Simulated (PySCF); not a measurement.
Input of a run (PBE0-D3(BJ)/def2-SVP geometry optimisation, gas phase (PySCF 2.14.0)), started from a GFN2-xTB structure with every atom displaced at random (by about 0.01 Å):
```
{"job": {"xc": "PBE0", "basis": "def2-SVP", "d3": "d3bj", "grid": 1, "shake": 0.01, "kind": "geom"}, "charge": 0, "multiplicity": 1}
N     -2.419230     2.275820    -0.078760
C     -1.950030     1.295330     0.155690
C     -1.324460     0.039300     0.429410
C     -0.527040    -0.428610    -0.798600
N      0.663510    -0.595700    -0.920900
Si     2.073350    -0.384560     0.051660
H     -0.601340     0.163120     1.272980
H     -2.058540    -0.685670     0.693800
H     -1.203870    -0.634080    -1.634130
H      2.852370     0.570590    -0.705970
H      1.896350     0.093640     1.441390
H      2.638640    -1.737470     0.084400
```

Output (energies in Eh, forces in Eh/bohr):
```
step   0  E = -516.22904607  max force = 0.114395
step   1  E = -516.24204928  max force = 0.017322
step   2  E = -516.24255169  max force = 0.003594
step   3  E = -516.24241621  max force = 0.006302
step   4  E = -516.24265953  max force = 0.001914
step   5  E = -516.24271276  max force = 0.001795
step   6  E = -516.24277885  max force = 0.001174
step   7  E = -516.24283104  max force = 0.001359
step   8  E = -516.24289361  max force = 0.001133
step   9  E = -516.24294508  max force = 0.001009
step  10  E = -516.24295539  max force = 0.000535
step  11  E = -516.24296190  max force = 0.000233
optimisation converged
```

Question: Summarise the run.

Answer: The energy falls by 0.379 eV over 12 energy and gradient evaluations, the largest force component goes from 0.1144 to 2.3e-04 Eh/bohr, and the atoms move by 0.292 Å rms after alignment. The bond that changes most is C4=N5 (C=N carbon to C=N nitrogen), which lengthens by 0.048 Å. Bonds longer at the end by more than 0.005 Å: 9 of 11; shorter: 2. Among the angles that change most is N5–Si6–H12, from 102.4° to 106.7°. Among the dihedrals that turn most is C2–C3–C4–N5, from 116° to 140°. The energy rose by more than 1e-6 Eh at step 3. The first step brought 93 % of the lowering.

Question: What are the final bond lengths?

Answer: N1≡C2 1.157 Å, C2–C3 1.456 Å, C3–C4 1.523 Å, C4=N5 1.257 Å, N5–Si6 1.748 Å, C3–H7 1.101 Å, C3–H8 1.105 Å, C4–H9 1.108 Å, Si6–H10 1.489 Å, Si6–H11 1.503 Å, Si6–H12 1.490 Å. Numbering counts from 1 in the input's order; the species is `N#CC/C=N\[SiH3]`.

The run used 118 basis functions and 91 SCF cycles in all.

No PBE0-D3(BJ)/def2-SVP frequencies stand behind this structure, so it isn't proved a minimum. One conformer, not necessarily the lowest.
